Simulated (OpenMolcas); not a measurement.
Eu III.

| Quantity | Value |
| --- | --- |
| Program | OpenMolcas |
| Basis | ANO-R1 [7s5p3d2f] |
| Scalar Hamiltonian | X2C, finite nucleus |
| Active space | 7 electrons in 7 orbitals (4f) |
| State averaging | 2S+1 = 8 odd, 1 root; 2S+1 = 6 odd, 48 roots; 2S+1 = 4 odd, 96 roots kept (CI in the orbitals of an earlier block); 2S+1 = 2 odd, 25 roots kept (CI in the orbitals of an earlier block) |
| Spin-orbit coupling | state interaction with AMFI integrals over the reference wave functions, term energies averaged over their components |

Two sets of levels on these reference wave functions, in cm⁻¹ above 4f⁷ ⁸S°_7/2: one from CASSCF and one from MS-CASPT2, IPEA 0.25 Eh, imaginary shift 0.1 Eh (closed shells correlated: 5s 5p).

```tsv
Level	Set 1	Set 2
4f⁷ ⁸S°_7/2	0.0	0.0
4f⁷ ⁶P°_7/2	33420	35580
4f⁷ ⁶P°_5/2	33710	35920
4f⁷ ⁶P°_3/2	34420	36640
4f⁷ ⁶I°_7/2	37330	38630
4f⁷ ⁶I°_9/2	37600	38900
4f⁷ ⁶I°_17/2	37720	39010
4f⁷ ⁶I°_11/2	37850	39140
4f⁷ ⁶I°_15/2	37990	39270
4f⁷ ⁶I°_13/2	38000	39290
4f⁷ ⁶D°_9/2	41430	43600
4f⁷ ⁶D°_1/2	42230	44380
4f⁷ ⁶D°_7/2	42450	44630
4f⁷ ⁶D°_3/2	42510	44670
4f⁷ ⁶D°_5/2	42670	44850
```

Problem. Which set is which?

Solution. Set 1 is MS-CASPT2. Its levels of the other terms of 4f⁷ lie at 0.94 to 0.97 of the other set's values, as expected, since terms of lower spin or lower L gain more correlation energy than the Hund ground term. Against 4 measured levels (Martin, Zalubas and Hagan, Atomic Energy Levels: The Rare-Earth Elements, NSRDS-NBS 60 (1978)) the mean absolute deviation is 5600 cm-1 with it and 7100 cm-1 without; single levels miss by up to 5700 cm-1 with it.

CASPT2 breaks the degeneracy within a term, and the mean is taken; among the terms shown or strongly mixed into the levels shown the widest spread is 170 cm-1 (4f⁷ ⁶I°, MS-CASPT2). Only 96 quartet roots enter the spin-orbit mixing, so the splitting and order within the octet and the sextets are unsound, and g values and χT are rough. Without dynamic correlation excited terms often stand tens of per cent too high (terms of higher spin than the ground term too low), and those without a measured partner can miss by more than the paired ones (holds for CASSCF). Blocks of more than 70 roots (2S+1 = 4 odd) ran without multistate coupling (holds for MS-CASPT2). Some terms miss by over 15 % even with CASPT2, which points to a basis or an active space too small for the shells correlated (holds for MS-CASPT2). Measured partners are found by configuration, term and J. A level has none where our copy of the source lacks it or the pairing is in doubt (some pairs that miss far off the trend of their configuration count as doubtful), and it then counts in no deviation. Levels of configurations outside the active space are missing. The table leaves out levels that lie high or whose names do not pair safely across all columns.

° marks odd parity.
